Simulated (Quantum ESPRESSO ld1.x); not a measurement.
The numbers below are computed, except where a source is named.
Q: All-electron atom: Br in [Ar] 3d10 4s2 4p5 (the NIST ground configuration). Code: ld1.x of Quantum ESPRESSO 7.5. Model: Dirac Kohn-Sham, relativistic LDA (MacDonald-Vosko exchange, VWN5 correlation), spin-unpolarised, spherical densities, point nucleus; open shells are shared between the two j in proportion to 2j + 1.

Spin-orbit splittings of the eigenvalues, e(l+1/2) - e(l-1/2), with zeta = 2 splitting/(2l+1) and mean radii in bohr:

| shell | occ. | splitting (eV) | zeta (eV) | <r> j=l-1/2 | <r> j=l+1/2 |
|---|---|---|---|---|---|
| 2p | 6 | 47.16 | 31.44 | 0.1630 | 0.1669 |
| 3p | 6 | 6.811 | 4.541 | 0.5582 | 0.5688 |
| 3d | 10 | 1.085 | 0.4342 | 0.5885 | 0.5927 |
| 4p | 5 | ? | ? | 2.069 | 2.120 |

Estimate the 4p splitting.

A: 0.5082 eV (zeta = 0.3388 eV).
